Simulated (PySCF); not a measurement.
SMILES C[SiH](C[SiH2]N)C at its GFN2-xTB optimised geometry (Å):

```
19

Si    -0.9337    -0.7368    -1.9325
C     -1.3665    -1.9102    -3.3712
C     -1.9462    -1.2191    -0.3993
C      0.9294    -0.8601    -1.5619
Si     1.5355     0.0283     0.0000
N      0.8098     1.5912     0.0000
H     -1.2826     0.6381    -2.3443
H     -1.1496    -2.9449    -3.1212
H     -0.8015    -1.6660    -4.2656
H     -2.4204    -1.8503    -3.6249
H     -3.0131    -1.1908    -0.5997
H     -1.7428    -0.5375     0.4198
H     -1.7028    -2.2224    -0.0608
H      1.2077    -1.9101    -1.4731
H      1.4823    -0.4830    -2.4224
H      1.0722    -0.6083     1.2354
H      3.0131     0.0283     0.0000
H      1.0235     2.2224     0.7545
H      0.7593     2.1012    -0.8666
```

Method: PBE0/def2-SVP (PySCF).

Map of the electron localisation function on the plane z = 0.6 Å:

```
|                             |
|                             |
|                             |
|                             |
|                             |
|                ..           |
|               :*#+.         |
|              .*@@%=         |
|            .:=%@@@+         |
|            =+*%@@%-         |
|            +#%%##*:         |
|            :#%%**+-..=*=    |
|        .:   -+**+-:-#@@@=   |
|       .*@%.  .:-. .#@@@@#   |
|       -@@@@   -*.  %@@@@%.  |
|       -@@@@: .#@#::*@@@@#   |
|     ..-%@@@- .%@@@=-#@@%-   |
|    ...:+%%+.  +%@%-..=+-    |
|     ...-==:   .=+-.         |
|       .+%%#:                |
|       .#@@@+                |
|       .%@@@*                |
|       .+%@%:                |
|         :-.                 |
|                             |
|                             |
|                             |
|                             |
|                             |
```
Scale: ten equal steps from 0.000 (start of ' ') to 0.999 (end of '@'), in the order ' .:-=+*#%@'; x runs from -5.50 to 5.50, y from -5.50 (bottom) to 5.50 (top).
